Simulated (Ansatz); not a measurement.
Basis sets compared for B3P2. Charge 0, multiplicity 2. Geometry PBE-D4/def2-SVP. Ansatz on 4 threads of Arm Neoverse V1 on a shared host; times are rough, and most runs start from earlier orbitals.

```xyz
5

B    -0.892    0.290   -0.738
B     0.077   -0.100    0.648
B     0.688   -0.026   -0.975
P    -1.773    0.286    0.807
P     1.899   -0.450    0.257
```

The structure comes from a short search, and lower isomers may exist.

Binding counts from free atoms (B doublet, P quartet) in the same basis, without a counterpoise term.

| level | functions | energy (Eh) | HOMO (eV) | LUMO (eV) | binding per atom (eV) | wall time |
| --- | --- | --- | --- | --- | --- | --- |
| PBE-D4/def2-SVP | 78 | -756.4838 | -5.90 | -5.34 | 4.15 | 1.1 s |
| PBE-D4/def2-TZVP | 167 | -756.7926 | -5.91 | -5.34 | 4.12 | 2.5 s |
| r2SCAN-D4/def2-TZVP | 167 | -757.1152 | -6.09 | -5.08 | 3.97 | 6 s |
| PBE0-D4/def2-SVP | 78 | -756.5437 | -6.77 | -4.61 | 3.99 | 1.3 s |
| PBE0-D4/def2-TZVP (with forces) | 167 | -756.8505 | -6.73 | -4.56 | 3.95 | 4.4 s |

Question: Estimate the rows for PBE-D4/def2-TZVPD, r2SCAN-D4/def2-TZVPD, PBE0-D4/def2-TZVPD.

Answer: 
```tsv
level	functions	energy (Eh)	HOMO (eV)	LUMO (eV)	binding per atom (eV)	wall time
PBE-D4/def2-TZVPD	197	-756.7931	-5.92	-5.36	4.12	3.7 s
r2SCAN-D4/def2-TZVPD	197	-757.1155	-6.10	-5.08	3.97	8 s
PBE0-D4/def2-TZVPD	197	-756.8509	-6.74	-4.57	3.95	4.6 s
```
